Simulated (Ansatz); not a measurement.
Reaction (ligand exchange at the Si–O bond): `C[SiH](O)O[SiH](O)O` + CH₃OH → `CO[SiH](C)O` + `O[SiH](O)O`

Gas-phase electronic energies from Ansatz, PBE0-D4/def2-TZVP geometries. CCSD(T)/CBS is the MP2 limit (def2-TZVPP, def2-QZVPP) plus CCSD(T) − MP2 in def2-TZVPP, frozen cores. This one scheme is used for every species. DFT in def2-TZVPP. B3LYP here is the variant with VWN-RPA as its local correlation; programs differ in this. Each species was taken in one conformer, which may not be the lowest.

```csv
level,ΔE (kJ/mol),difference from CCSD(T)/CBS
PBE-D4,21.1,-3.2
r2SCAN-D4,23.1,-1.2
PBE0-D4,23.8,-0.5
B3LYP-D4,25.0,0.7
ωB97X-V,23.2,-1.1
ωB97M-V,23.2,-1.1
B2PLYP,21.2,-3.1
PBE,17.8,-6.5
r2SCAN,22.0,-2.3
PBE0,20.7,-3.6
B3LYP,19.8,-4.5
HF/def2-TZVPP,24.5,0.2
MP2/def2-TZVPP,22.4,-1.9
SCS-MP2/def2-TZVPP,22.8,-1.5
CCSD/def2-TZVPP,24.1,-0.2
CCSD(T)/def2-TZVPP,23.9,-0.4
HF/def2-QZVPP,25.2,0.9
MP2/def2-QZVPP,22.9,-1.4
SCS-MP2/def2-QZVPP,23.2,-1.1
HF/CBS(def2),25.3,1.0
MP2/CBS(def2),22.8,-1.5
CCSD/CBS(def2),24.5,0.2
CCSD(T)/CBS,24.3,0
```

Largest T1 diagnostic among the species: 0.011.

The D4 term adds +5.2 kJ/mol with B3LYP and +3.1 kJ/mol with PBE0; it sums over pairs of atoms, weighted by their polarisabilities, and B3LYP, whose exchange is more repulsive, gets the larger term.
